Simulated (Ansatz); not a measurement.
## What each rung costs, and what it gives

The pair of F⁻ (SMILES [F-], atom 1) and CH₅N (SMILES CN, atoms 2–8), both closed shells, in one local arrangement (a lower one may exist), relaxed at PBE0-D4/def2-TZVPD:

F1  (1.353, -0.267, -2.142)
C2  (-0.697, -0.145, 0.456)
N3  (0.722, 0.111, 0.361)
H4  (-1.325, 0.417, -0.261)
H5  (-1.085, 0.065, 1.464)
H6  (-0.885, -1.206, 0.259)
H7  (0.884, 1.101, 0.510)
H8  (1.032, -0.076, -0.648)
(Å)

Interaction energies are counterpoise-corrected; the time is that of the whole pair.

Computed with Ansatz 0.2.0 (basis: as named in each row); correlated methods freeze the cores. B3LYP uses VWN-RPA correlation. Extrapolation: Hartree–Fock as exp(−7.88 √X), correlation as X^−2.97.

Times are rough, for one single point on 2 threads of a shared host (Arm Neoverse V1).

The estimate by CCSD(T) at an estimated basis limit (MP2 extrapolated from triple and quadruple zeta, plus CCSD(T) − MP2 in triple zeta) is -0.853 eV.

| method | basis | time (s) | interaction energy (eV) | method less estimate |
| --- | --- | --- | --- | --- |
| PBE-D4 | def2-TZVPPD | 2 | -0.891 | -0.038 |
| revPBE-D4 | def2-TZVPPD | 2 | -0.844 | 0.009 |
| BLYP-D4 | def2-TZVPPD | 2 | -0.831 | 0.022 |
| PBE0-D4 | def2-TZVPPD | 2 | -0.901 | -0.048 |
| B3LYP-D4 | def2-TZVPPD | 2 | -0.861 | -0.008 |
| HSE06-D4 | def2-TZVPPD | 2 | -0.901 | -0.048 |
| r2SCAN-D4 | def2-TZVPPD | 3 | -0.919 | -0.066 |
| B2PLYP | def2-TZVPPD | 4 | -0.808 | 0.045 |
| wB97X-V | def2-TZVPPD | 6 | -0.836 | 0.017 |
| B97M-V | def2-TZVPPD | 8 | -0.854 | -0.001 |
| wB97M-V | def2-TZVPPD | 8 | -0.847 | 0.006 |
| MP2 | def2-QZVPPD | 15 | -0.828 | 0.025 |
| CCSD(T) | def2-TZVPPD | 67 | -0.808 | 0.045 |

T1 diagnostic: at most 0.023.
